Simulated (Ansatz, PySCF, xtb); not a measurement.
Gas-phase reaction R1 + R2 → 2 P1, each structure at its B3LYP-D3(BJ)/def2-TZVP stationary point, reached from a drawn start (curvature not checked).
R1, Li2 (SMILES [Li][Li]) (charge 0, multiplicity 1):
```xyz
2

Li     0.0000     0.0000    -1.3602
Li     0.0000     0.0000     1.3602
```
R2: Na2 (SMILES [Na][Na]), charge 0, multiplicity 1.
P1: LiNa (SMILES [Li][Na]), charge 0, multiplicity 1.

P less R. No zero-point or thermal terms.

Cores are frozen in the correlated methods.

The values were computed with Ansatz (a first-principles code) with Gaussian orbitals; PySCF for the D3/D4 terms; xtb for the GFN methods. Each number belongs to the level named beside it.

```
level                        reaction energy (kcal/mol)
---------------------------  --------------------------
GFN2-xTB                                           0.17
revPBE/def2-TZVPP                                  0.56
PBE0/def2-TZVPP                                    0.60
PBE0-D4/def2-TZVPP                                 0.60
BHLYP/def2-TZVPP                                   0.74
BHLYP-D3(BJ)/def2-TZVPP                            0.76
CAM-B3LYP-D3(BJ)/def2-TZVPP                        0.74
MP2/def2-TZVPP                                     0.54
CCSD/def2-SVP                                (withheld)
```

### Question
What belongs in the gaps?

### Answer

- CCSD/def2-SVP, reaction energy (kcal/mol): 0.08
